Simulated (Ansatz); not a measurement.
Isolated molecules relaxed with PBE0-D4/def2-TZVP in Ansatz; ΔE leaves out vibrations. CCSD(T)/CBS adds triple-zeta CCSD(T) − MP2 to the extrapolated MP2 energy (def2 sets, frozen cores). This one scheme is used for every species. DFT in def2-TZVPP. B3LYP here is the variant with VWN-RPA as its local correlation; programs differ in this. For Br, Li outer-core shells are correlated without core-valence functions, which leaves a few kJ/mol of doubt a bond. Scalar relativity is left out up to krypton.

Consider the formal hydrolysis of a Li–Br bond: `[Li][Br]` + H₂O → `[Li][OH]` + HBr.

| level | ΔE (kJ/mol) | difference from CCSD(T)/CBS |
| --- | --- | --- |
| B97M-V | 121.1 | -3.2 |
| PBE0-D4 | 126.2 | 1.9 |
| BHLYP-D4 | 129.1 | 4.8 |
| ωB97X-V | 122.9 | -1.4 |
| ωB97M-V | 121.8 | -2.5 |
| B2PLYP | 117.3 | -7.0 |
| BLYP | 102.8 | -21.5 |
| r2SCAN | 124.2 | -0.1 |
| B3LYP | 114.9 | -9.4 |
| BHLYP | 128.7 | 4.4 |
| CAM-B3LYP | 114.6 | -9.7 |
| MP2/def2-SVP | 119.4 | -4.9 |
| CCSD/def2-TZVPP | 124.9 | 0.6 |
| MP2/def2-QZVPP | 121.8 | -2.5 |
| CCSD/def2-QZVPP | 127.1 | 2.8 |
| CCSD/CBS(def2) | 126.9 | 2.6 |
| CCSD(T)/CBS | 124.3 | 0 |

Largest T1 diagnostic among the species: 0.013.

At CCSD(T), def2-SVP lies −8.1 kJ/mol from the extrapolated value and def2-TZVPP −1.9 kJ/mol. From r2SCAN to r2SCAN0 (25 % exact exchange), in def2-TZVPP and without D4, ΔE moves by +8.7 kJ/mol.
